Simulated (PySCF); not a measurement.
CH11PSi3.
SMILES with atom numbers: `[SiH3:1][CH2:2][Si@@H:3]([SiH3:4])[PH2:5]` (hydrogens: H6, H7, H8 on Si1; H9, H10 on C2; H11 on Si3; H12, H13, H14 on Si4; H15, H16 on P5)

Method: PBE0-D3(BJ)/def2-SVP geometry optimisation, gas phase in PySCF 2.14.0.

Problem. Give the optimised bond lengths and angles.

Solution. 
```csv
bond,length (Å),order
Si1–C2,1.882,single
C2–Si3,1.890,single
Si3–Si4,2.348,single
Si3–P5,2.270,single
"Si1–H6, Si1–H7, Si1–H8",1.495,single
C2–H9,1.104,single
C2–H10,1.105,single
Si3–H11,1.498,single
"Si4–H12, Si4–H13, Si4–H14",1.496,single
"P5–H15, P5–H16",1.429,single
```

Bonds in one row agree within 0.01 Å and their mean is given. Orders are formal, as drawn. A selection of angles:
```csv
angle,degrees
C2–Si1–H6,110.8
C2–Si1–H7,109.9
H6–Si1–H7,108.2
H7–Si1–H8,108.6
Si1–C2–Si3,116.0
Si1–C2–H9,109.0
Si1–C2–H10,108.2
Si3–C2–H9,108.7
Si3–C2–H10,107.8
H9–C2–H10,106.9
C2–Si3–Si4,111.3
C2–Si3–P5,114.5
C2–Si3–H11,109.4
Si4–Si3–P5,106.4
Si4–Si3–H11,109.0
P5–Si3–H11,106.0
Si3–Si4–H12,110.3
H12–Si4–H13,108.6
H12–Si4–H14,108.4
Si3–P5–H15,94.4
H15–P5–H16,93.7
```

Torsions: Si1–C2–Si3–Si4 -55° (synclinal).

Si3 (SiH silicon) is distorted tetrahedral (angles from 106.0° to 114.5°). P5 (three-coordinate phosphorus) is pyramidal (angles 94.4°, 93.8° and 93.7°, sum 281.9°, 0.86 Å off the plane of its three neighbours). Si1 (SiH3 silicon) is tetrahedral (angles from 108.2° to 110.8°). Of the pairs four or more bonds apart, Si4···H7 is among the closest relative to their van der Waals radii: 3.38 Å, 102 % of the sum of Bondi's values. Si4 (SiH3 silicon) is tetrahedral (angles from 108.4° to 110.4°).

Point group: C1 (no symmetry element, even within 0.4 Å). Not checked by PBE0-D3(BJ)/def2-SVP frequencies. The numbers are those of one conformer (Si1–C2–Si3–Si4 -55°, C2–Si3–P5–H 44° and -50°).
